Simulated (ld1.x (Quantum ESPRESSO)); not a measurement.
PBE PAW dataset for fluorine, scalar-relativistic all-electron reference.

```json
{"Element": "F", "Generator": "ld1.x (Quantum ESPRESSO) 7.5", "Type": "PAW", "Functional": "PBE", "Relativity": "scalar-relativistic", "Frozen core": "[He]", "Valence charge": "7", "Reference configuration": "2s1 2p6", "Partial waves": "2s (bound): rcut 0.70, rcutus 0.75 bohr; 2s channel at -0.4 Ry: rcut 0.70, rcutus 0.75 bohr; 2p (bound): rcut 0.75, rcutus 0.85 bohr; 2p channel at 1.4 Ry: rcut 0.75, rcutus 0.85 bohr", "Local potential": "all-electron potential smoothed inside 0.75 bohr (lloc = -1)", "Core correction": "Bessel-smoothed model core inside 0.55 bohr", "Augmentation charge": "BESSEL, radius 0.75 bohr"}
```

- Cutoffs needed: 100 Ry and 180 Ry (the cutoffs (Ry, on a coarse ladder) from which the occupation-weighted sum of valence levels, in a spherical-Bessel basis at the reference potential, stays within 10 and 1 mRy of its value at 400 Ry)
- Ghost test: no extra level below or beside the all-electron valence levels (s, p, d, f tested) (spherical-Bessel basis up to 400 Ry, 20 bohr box)
- Largest excitation error: -3.4 meV (all-electron minus pseudo) for 2s2 2p1, out of 7 test configurations
- Lowest eigenvalue of the overlap operator: 0.53 (s channel)
